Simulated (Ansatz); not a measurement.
`C[SiH]([GeH3])C#N` → `C[SiH2]C#N` + `[GeH2]` at 700 K and 1 bar (germylene loss).

Computed with Ansatz on PBE0-D4/def2-TZVP structures; ΔE is electronic, products minus reactants. CCSD(T)/CBS adds triple-zeta CCSD(T) − MP2 to the extrapolated MP2 energy (def2 sets, frozen cores). For Ge outer-core shells are correlated without core-valence functions, which leaves a few kJ/mol of doubt a bond. Scalar relativity is left out up to krypton.

| species | CCSD(T)/CBS energy (Eh) | H − E (kJ/mol) | S (J/(mol·K)) |
| --- | --- | --- | --- |
| `C[SiH]([GeH3])C#N` | -2500.21357 | 298.0 | 529.4 |
| `C[SiH2]C#N` | -422.89500 | 228.6 | 410.4 |
| `[GeH2]` | -2077.24753 | 54.8 | 253.9 |

H − E and S are ideal-gas, rigid-rotor, harmonic terms from PBE0-D4/def2-TZVP, for one conformer and one mirror image of each species. 1 Eh = 2625.50 kJ/mol, R = 8.31446 J/(mol·K).

Problem. By hand: ΔE, ΔH, ΔS and ΔG.

Solution. ΔE = (-422.89500) + (-2077.24753) − (-2500.21357) = 0.07104 Eh = 186.5 kJ/mol. Δ(H − E) = 228.6 + 54.8 − 298.0 = -14.6, so ΔH = 171.9 kJ/mol. ΔS = 410.4 + 253.9 − 529.4 = 134.9 J/(mol·K). ΔG = 171.9 − 700 × (134.9)/1000 = 77.5 kJ/mol.

Problem. By hand: the equilibrium constant, and the temperature at which ΔG would vanish if ΔH and ΔS stayed fixed.

Solution. log₁₀ K = −ΔG/(RT ln 10) = -5.8. ΔG = 0 at ΔH/ΔS = 1274 K.

The number of gas molecules changes by +1, which sets the sign of ΔS. A doubt of 5 kJ/mol in ΔE shifts log₁₀ K by 0.4 here. Other conformers and mirror images would add mixing entropy, several J/(mol·K) or more a flexible species. These are equilibria of isolated gas molecules and say nothing of rates. Largest T1 diagnostic: 0.012 (customary marks: 0.02 for closed shells, 0.045 for open ones).
